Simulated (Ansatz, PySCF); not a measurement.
The pair A = C2H4 (SMILES C=C) (first 6 atoms), B = CHN (SMILES C#N); geometry from B3LYP-D3(BJ)/def2-TZVP.
(charge 0, multiplicity 1):
```xyz
9

C     -0.087     0.637     0.223
C     -0.228    -0.678     0.126
H      0.882     1.114     0.139
H     -0.937     1.291     0.379
H     -1.199    -1.154     0.199
H      0.620    -1.331    -0.041
C      0.284    -0.336     3.773
N      0.422    -0.436     4.907
H      0.154    -0.243     2.713
```

Frozen-core correlation. CBS: X⁻³ extrapolation of the correlation energy, Hartree–Fock from the larger set. MP2 and its Hartree–Fock in aug-cc-pVTZ are density fitted.

Codes used: Ansatz (Gaussian orbitals); PySCF for the dispersion terms. Each number belongs to the level named beside it.

The monomers are drawn apart, rigid, along the line of their centres of mass. Counterpoise-corrected interaction energies (kcal/mol):

```tsv
level	R = 5.255 Å	R = 6.315 Å
PBE/def2-TZVPPD	-1.0868	-0.4239
PBE-D3(BJ)/def2-TZVPPD	-1.3523	-0.5049
wB97M-V/def2-TZVPPD	-1.2363	-0.5056
MP2/CBS(aug-cc-pVDZ, aug-cc-pVTZ) + ΔCCSD(T)/aug-cc-pVDZ	-1.1888	-0.4811
```

R is the distance of the centres of mass. Find the local exponent m of E ∝ R⁻ᵐ between the two points.


m = ln(E₁/E₂)/ln(R₂/R₁): PBE/def2-TZVPPD 5.1; PBE-D3(BJ)/def2-TZVPPD 5.4; wB97M-V/def2-TZVPPD 4.9; MP2/CBS(aug-cc-pVDZ, aug-cc-pVTZ) + ΔCCSD(T)/aug-cc-pVDZ 4.9. For scale, two fixed dipoles give m = 3, dipole and quadrupole 4, quadrupoles 5, and dispersion or dipole-induced dipole 6 at long range; at these distances several terms mix, and what is left of overlap and damping shifts m, so it need not match one of them.

Ansatz is an electronic-structure program.
